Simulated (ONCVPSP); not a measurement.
## Before and after: ONCV potential for silicon

* Element: silicon
* Generator: ONCVPSP 4.0.1
* Type: optimised norm-conserving Vanderbilt (ONCV)
* Functional: PBEsol
* Relativity: non-relativistic
* Frozen core: [Ne]
* Valence charge: 4
* Reference configuration: 3s2 3p1 (charge +1)
* Partial waves: 3s: rc 1.75 bohr, ncon 4, nbas 8, qcut 3.3 1/bohr, 2 projectors, debl 2.5 Ha; 3p: rc 2.10 bohr, ncon 4, nbas 7, qcut 4.4 1/bohr, 2 projectors, debl 3.2 Ha; d scattering state at 0.08 Ha: rc 1.80 bohr, ncon 4, nbas 7, qcut 5.5 1/bohr, 2 projectors, debl 1 Ha
* Local potential: polynomial inside 1.35 bohr (lpopt 5, dvloc0 4 Ha)
* Core correction: Teter function, fcfact 3, rcfact 1.75

All-electron outer shells of the reference configuration (PBEsol, non-relativistic, ld1.x):

```
shell  level (eV)  outermost node (bohr)  outermost maximum (bohr)
   2s     -147.97                   0.15                      0.45
   2p     -104.97                      –                      0.39
   3s      -18.94                   0.72                      1.75
   3p      -11.64                   0.71                      2.04
```

Change: s: qcut 4.7.

Cutoffs: the cutoffs (Ha) at which the residual kinetic energy of the hardest occupied pseudo-wave falls to 1 and 0.1 mHa per electron; they do not see the model core or the augmentation charge, which bear on the density cutoff. Errors are all-electron minus pseudo energies relative to the spin-unpolarised reference configuration.

Question: How do hardness, ghosts and transferability respond?

Answer: The potential gets softer (16 Ha and 51 Ha → 8.3 Ha and 11 Ha); of the 4 tests that both files solve, the error grows in 0 and shrinks in 1 by more than 15 % and 0.3 meV (median size 11.7 → 10.4 meV); neither file shows a bound ghost.

```csv
quantity,base,changed
"cutoff, loose",16 Ha,8.3 Ha
"cutoff, tight",51 Ha,11 Ha
loose cutoff by channel,"s 16 Ha, p 3.6 Ha","s 8.3 Ha, p 3.6 Ha"
bound ghosts,none,none
GHOST(+) flags under 300 eV,s at 164.3 eV,none
"error for 3s2 3p2, meV [ΔE -7.72 eV]",-0.1,0.0
"error for 3s2 3p0, meV [ΔE 15.98 eV]",-14,-15
"error for 3s1 3p0, meV [ΔE 49.81 eV]",-200,-192
"error for 3s1 3p2, meV [ΔE 7.35 eV]",-8.9,-6.0
s: phases at 1.78 bohr within 0.05 rad from the reference energy up to (Ha; the scan ends near 5),3.7,3.8
p: phases at 2.13 bohr within 0.05 rad from the reference energy up to (Ha; the scan ends near 5),to the end of the scan,to the end of the scan
d: phases at 1.83 bohr within 0.05 rad from the reference energy up to (Ha; the scan ends near 5),3.9,3.9
"rms error of d²Exc/dni dnj with the model core, mHa",4.35,4.25
```
